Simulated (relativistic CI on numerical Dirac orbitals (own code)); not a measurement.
Cr2+: computed level list

These numbers are calculated, not measured: Dirac-Coulomb-Breit CI, separate exchange-only KLI orbitals for each configuration, model QED (radiative potential, 1s self-energy scaled to tabulated hydrogen-like ionisation energies), valence Slater integrals scaled by 0.85, P86 correlation estimate, and configurations built on the next ion tied to the tabulated ionisation energy (semi-empirical) (own radial code, finite nucleus).

Configurations in the expansion (outside the closed core [Ne] 3s2): 3p6 3d4, 3p6 3d3 4s, 3p6 3d3 4p, 3p6 3d3 4d, 3p6 3d3 5s, 3p6 3d3 4f, 3p6 3d2 4s2, 3p6 3d3 5p, 3p6 3d2 4s 4p, 3p6 3d3 5d, 3p6 3d3 5f, 3p6 3d3 5g, 3p5 3d5, 3p6 3d2 4p2, 3p6 3d2 4s 4d. Levels of other configurations are missing.

```
No.  Configuration  Term  J  E (cm⁻¹)    %  Next component (%)  Landé g      jj configuration (%)
 41     3p6 3d3 4s    5P  1   67357.6  100                        2.500     3d3/2^2 3d5/2 4s (55)
 42     3p6 3d3 4s    5P  2   67479.3   99                        1.833     3d3/2^2 3d5/2 4s (40)
 43     3p6 3d3 4s    5P  3   67712.2  100                        1.668     3d3/2 3d5/2^2 4s (62)
 44        3p6 3d4    1D  2   68140.0   98     1 3p6 3d3 4d 1D    1.000      3d3/2^2 3d5/2^2 (62)
 45     3p6 3d3 4s    3G  3   69399.3  100                        0.749     3d3/2 3d5/2^2 4s (50)
 46     3p6 3d3 4s    3G  4   69525.4   99                        1.049     3d3/2^2 3d5/2 4s (49)
 47     3p6 3d3 4s    3G  5   69704.6   99                        1.199     3d3/2^2 3d5/2 4s (45)
 48     3p6 3d3 4s    1G  4   73109.4   90                9 3H    0.982     3d3/2^2 3d5/2 4s (63)
 49     3p6 3d3 4s    3P  0   73992.4   99                                  3d3/2^2 3d5/2 4s (95)
 50     3p6 3d3 4s    3P  1   74178.9   95                4 3D    1.464     3d3/2 3d5/2^2 4s (44)
 51     3p6 3d3 4s    3H  4   74271.3   90                9 1G    0.818     3d3/2 3d5/2^2 4s (49)
 52     3p6 3d3 4s    3H  5   74283.6   99                1 3G    1.034     3d3/2 3d5/2^2 4s (67)
 53     3p6 3d3 4s    3P  2   74360.1   93                5 3D    1.483           3d5/2^3 4s (31)
 54     3p6 3d3 4s    3H  6   74403.2  100                        1.167    3d3/2 3d5/2^2 4s (100)
 55     3p6 3d3 4s    3P  1   74623.4   97                2 1P    1.492     3d3/2^2 3d5/2 4s (47)
 56     3p6 3d3 4s    3P  0   74715.7   99                                  3d3/2 3d5/2^2 4s (95)
 57     3p6 3d3 4s    3P  2   74837.3   96                2 3D    1.492     3d3/2 3d5/2^2 4s (64)
 58     3p6 3d3 4s    3D  1   75806.8   92                4 3P    0.555     3d3/2 3d5/2^2 4s (45)
 59     3p6 3d3 4s    3D  2   76091.6   92                8 3P    1.192           3d5/2^3 4s (45)
 60     3p6 3d3 4s    3D  3   76203.1  100                        1.334     3d3/2 3d5/2^2 4s (51)
 61     3p6 3d3 4s    1H  5   77869.7   99                        1.000     3d3/2 3d5/2^2 4s (75)
 62     3p6 3d3 4s    1P  1   78063.0   94                4 3D    0.991           3d5/2^3 4s (51)
 63     3p6 3d3 4s    1D  2   79736.2   98        1 3p6 3d4 1D    1.002     3d3/2 3d5/2^2 4s (44)
 64        3p6 3d4    1S  0   87561.4   99     1 3p6 3d3 4d 1S               3d3/2^2 3d5/2^2 (68)
 65     3p6 3d3 4s    3F  4   88479.2  100                        1.250     3d3/2 3d5/2^2 4s (71)
 66     3p6 3d3 4s    3F  3   88586.2  100                        1.083     3d3/2 3d5/2^2 4s (62)
 67     3p6 3d3 4s    3F  2   88670.6  100                        0.666     3d3/2 3d5/2^2 4s (55)
 68     3p6 3d3 4s    1F  3   92093.2   99                        1.000     3d3/2 3d5/2^2 4s (63)
 69     3p6 3d3 4p   5G°  2   96259.4  100                        0.333  3d3/2^2 3d5/2 4p1/2 (31)
 70     3p6 3d3 4p   5G°  3   96503.7  100                        0.917  3d3/2^2 3d5/2 4p1/2 (48)
 71     3p6 3d3 4p   5G°  4   96824.6  100                        1.150  3d3/2 3d5/2^2 4p1/2 (39)
 72     3p6 3d3 4p   5G°  5   97219.5  100                        1.267  3d3/2 3d5/2^2 4p3/2 (56)
 73     3p6 3d3 4p   5G°  6   97686.7  100                        1.334        3d5/2^3 4p3/2 (46)
 74     3p6 3d3 4p   5F°  1   98828.9   63              27 3D°    0.284  3d3/2^2 3d5/2 4p1/2 (34)
 75     3p6 3d3 4p   5F°  2   99005.0   55              27 5D°    1.166  3d3/2^2 3d5/2 4p1/2 (65)
 76     3p6 3d3 4p   5D°  0   99184.0  100                                     3d3/2^3 4p3/2 (37)
 77     3p6 3d3 4p   5D°  1   99246.1   84              16 5F°    1.262  3d3/2^2 3d5/2 4p3/2 (42)
 78     3p6 3d3 4p   5D°  3   99258.2   46              45 5F°    1.373  3d3/2 3d5/2^2 4p1/2 (65)
 79     3p6 3d3 4p   5D°  2   99367.5   64              36 5F°    1.319  3d3/2^2 3d5/2 4p3/2 (56)
 80     3p6 3d3 4p   5F°  3   99542.7   52              47 5D°    1.368  3d3/2^2 3d5/2 4p3/2 (49)
 81     3p6 3d3 4p   5D°  4   99575.9   64              35 5F°    1.446  3d3/2 3d5/2^2 4p1/2 (35)
 82     3p6 3d3 4p   5F°  4   99763.0   64              35 5D°    1.402  3d3/2 3d5/2^2 4p3/2 (52)
 83     3p6 3d3 4p   3D°  1   99783.6   73              21 5F°    0.451  3d3/2^2 3d5/2 4p3/2 (62)
 84     3p6 3d3 4p   5F°  5  100000.4   98               1 3G°    1.398  3d3/2 3d5/2^2 4p3/2 (37)
 85     3p6 3d3 4p   3D°  2  100068.9   81               9 5F°    1.180  3d3/2 3d5/2^2 4p3/2 (63)
```

Energies count from the lowest computed level; ° marks odd parity. Filled j subshells are mostly left out of the jj labels.

The mean weight of the leading LS term, summed over parents, in these 45 levels is 90 %, and that of the leading jj configuration (from the same eigenvectors) 55 %, so LS coupling describes them better.

Configurations that consist of the next ion and one excited electron were tied to the tabulated ionisation energy; Rydberg ones are usually within 1,000 to 3,000 cm⁻¹ and the lowest ones within about 6,000 (9,000 in d shells), while levels on excited terms of the next ion carry the error of that term, and the other configurations can be misplaced by 10,000 cm⁻¹ or more. Rates follow the energies as ν³ (E1, M1) or ν⁵ (E2), so rates, branching and lifetimes can be off by large factors. The fine structure of a lone outer electron comes out too small, for d and f at times inverted, and misplaced configurations move strength between like terms. 67 of the 67 excited levels that our extract of the measured tables holds in this range could be paired (the sources list more); they are missed by 2482 cm⁻¹ on average and 5114 at most, and levels without a partner can miss by more.
